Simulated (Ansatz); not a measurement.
CH7AlN2, relaxed with RKS PBE-D4/def2-SVP in Ansatz 0.2.0 from a rough embedded geometry. The force threshold is 0.03 eV/Å; the program also tests the step.

Total charge 0; spin multiplicity 1. The bonds changed during the relaxation, so this is another structure than the one it started from.

Start:

```xyz
11

N     1.147   -1.551   -0.490
C     0.573   -0.275   -0.672
Al   -0.431    0.180    0.962
N    -1.447    1.876    1.078
H     1.789   -1.733   -1.378
H     0.425   -2.320   -0.577
H    -0.138   -0.258   -1.551
H     1.318    0.499   -0.827
H    -0.547   -0.888    2.208
H    -0.664    2.586    0.958
H    -2.024    1.884    0.290
```

```json
{"step": "1", "energy (eV)": "-10713.2681", "largest force (eV/Å)": "3.831", "largest move (Å)": "0.000"}
{"step": "2", "energy (eV)": "-10713.7940", "largest force (eV/Å)": "1.502", "largest move (Å)": "0.151"}
{"step": "3", "energy (eV)": "-10713.9152", "largest force (eV/Å)": "1.417", "largest move (Å)": "0.195"}
{"step": "4", "energy (eV)": "-10713.9917", "largest force (eV/Å)": "1.270", "largest move (Å)": "0.194"}
{"step": "5", "energy (eV)": "-10714.0657", "largest force (eV/Å)": "1.249", "largest move (Å)": "0.200"}
{"step": "6", "energy (eV)": "-10714.1667", "largest force (eV/Å)": "1.718", "largest move (Å)": "0.199"}
{"step": "7", "energy (eV)": "-10714.3020", "largest force (eV/Å)": "0.847", "largest move (Å)": "0.200"}
{"step": "8", "energy (eV)": "-10714.3763", "largest force (eV/Å)": "0.205", "largest move (Å)": "0.200"}
{"step": "9", "energy (eV)": "-10714.3800", "largest force (eV/Å)": "0.299", "largest move (Å)": "0.200"}
{"step": "10", "energy (eV)": "-10714.3970", "largest force (eV/Å)": "0.317", "largest move (Å)": "0.124"}
{"step": "11", "energy (eV)": "-10714.4063", "largest force (eV/Å)": "0.296", "largest move (Å)": "0.131"}
{"step": "13", "energy (eV)": "-10714.4176", "largest force (eV/Å)": "0.205", "largest move (Å)": "0.077"}
{"step": "15", "energy (eV)": "-10714.4321", "largest force (eV/Å)": "0.294", "largest move (Å)": "0.151"}
{"step": "17", "energy (eV)": "-10714.4843", "largest force (eV/Å)": "0.520", "largest move (Å)": "0.195"}
{"step": "19", "energy (eV)": "-10714.5759", "largest force (eV/Å)": "0.934", "largest move (Å)": "0.195"}
{"step": "21 (rejected)", "energy (eV)": "-10714.5378", "largest force (eV/Å)": "1.164", "largest move (Å)": "0.152"}
{"step": "23", "energy (eV)": "-10714.6420", "largest force (eV/Å)": "0.176", "largest move (Å)": "0.087"}
{"step": "25", "energy (eV)": "-10714.6459", "largest force (eV/Å)": "0.105", "largest move (Å)": "0.089"}
{"step": "27", "energy (eV)": "-10714.6501", "largest force (eV/Å)": "0.103", "largest move (Å)": "0.047"}
{"step": "29", "energy (eV)": "-10714.6514", "largest force (eV/Å)": "0.044", "largest move (Å)": "0.026"}
{"step": "31", "energy (eV)": "-10714.6519", "largest force (eV/Å)": "0.066", "largest move (Å)": "0.021"}
{"step": "33", "energy (eV)": "-10714.6522", "largest force (eV/Å)": "0.053", "largest move (Å)": "0.035"}
{"step": "35", "energy (eV)": "-10714.6523", "largest force (eV/Å)": "0.035", "largest move (Å)": "0.003"}
{"step": "36", "energy (eV)": "-10714.6524", "largest force (eV/Å)": "0.010", "largest move (Å)": "0.008"}
```

End:

```xyz
11

N     0.991   -0.915   -0.187
C    -0.102   -0.592   -1.211
Al   -0.722   -0.010    0.563
N    -0.548    1.718    1.035
H     1.858   -0.385   -0.336
H     1.230   -1.911   -0.120
H    -0.481   -1.518   -1.682
H     0.274    0.089   -1.997
H    -1.435   -1.045    1.551
H    -0.625    2.067    1.992
H    -0.439    2.503    0.392
```

Hardware: 2 threads of an Arm Neoverse V1 on a shared host. Wall time 58 s, peak host memory 0.13 GiB.
